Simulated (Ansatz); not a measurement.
`[OH][In]([Cl])[Cl]` + H₂ → `[OH][InH][Cl]` + HCl at 298.15 K and 1 bar (hydrogenolysis of the In–Cl bond).

Computed with Ansatz on PBE0-D4/def2-TZVP structures; ΔE is electronic, products minus reactants. CCSD(T)/CBS adds triple-zeta CCSD(T) − MP2 to the extrapolated MP2 energy (def2 sets, frozen cores). This one scheme is used for every species. Elements past krypton have def2 core potentials. For In outer-core shells are correlated without core-valence functions, which leaves a few kJ/mol of doubt a bond. Each species was taken in one conformer, which may not be the lowest.

```json
{"species": "`[OH][In]([Cl])[Cl]`", "CCSD(T)/CBS energy (Eh)": "-1185.26513", "H − E (kJ/mol)": "59.3", "S (J/(mol·K))": "352.1"}
{"species": "H₂", "CCSD(T)/CBS energy (Eh)": "-1.17544", "H − E (kJ/mol)": "35.1", "S (J/(mol·K))": "130.4"}
{"species": "`[OH][InH][Cl]`", "CCSD(T)/CBS energy (Eh)": "-726.02900", "H − E (kJ/mol)": "69.2", "S (J/(mol·K))": "314.0"}
{"species": "HCl", "CCSD(T)/CBS energy (Eh)": "-460.38127", "H − E (kJ/mol)": "26.6", "S (J/(mol·K))": "186.8"}
```

H − E and S are ideal-gas, rigid-rotor, harmonic terms from PBE0-D4/def2-TZVP, for one conformer and one mirror image of each species. The MP2-based limit puts H₂ 0.8 mEh under its directly extrapolated value; such offsets cancel only in part. 1 Eh = 2625.50 kJ/mol, R = 8.31446 J/(mol·K).

Task: By hand: ΔE, ΔH, ΔS and ΔG.

Result: ΔE = (-726.02900) + (-460.38127) − (-1185.26513) − (-1.17544) = 0.03030 Eh = 79.6 kJ/mol. Δ(H − E) = 69.2 + 26.6 − 59.3 − 35.1 = 1.4, so ΔH = 81.0 kJ/mol. ΔS = 314.0 + 186.8 − 352.1 − 130.4 = 18.3 J/(mol·K). ΔG = 81.0 − 298.15 × (18.3)/1000 = 75.5 kJ/mol.

Task: By hand: the equilibrium constant, and the temperature at which ΔG would vanish if ΔH and ΔS stayed fixed.

Result: log₁₀ K = −ΔG/(RT ln 10) = -13.2. ΔG = 0 at ΔH/ΔS = 4426 K, far beyond where these terms or the molecules hold.

ΔH outweighs TΔS. A doubt of 5 kJ/mol in ΔE shifts log₁₀ K by 0.9 here. Other conformers and mirror images would add mixing entropy, several J/(mol·K) or more a flexible species. These are equilibria of isolated gas molecules and say nothing of rates. Largest T1 diagnostic: 0.015 (customary marks: 0.02 for closed shells, 0.045 for open ones).
